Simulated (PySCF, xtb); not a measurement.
Cl4H2Si2, SMILES Cl[SiH2][Si](Cl)(Cl)Cl.

GFN2-xTB in xtb 6.7.1 at its own geometry gives an orbital gap of 4.56 eV and a dipole moment of 1.47 D.

Geometry: ωB97X-D3(BJ)/def2-SVP. Other conformers were not sampled.

Question: What does PBE/def2-TZVP run with PySCF give? (An estimate is asked for; the answer gives what the named calculation found.)

Answer: gap 5.27 eV (levels -7.28 and -2.01 eV), dipole 1.21 D.
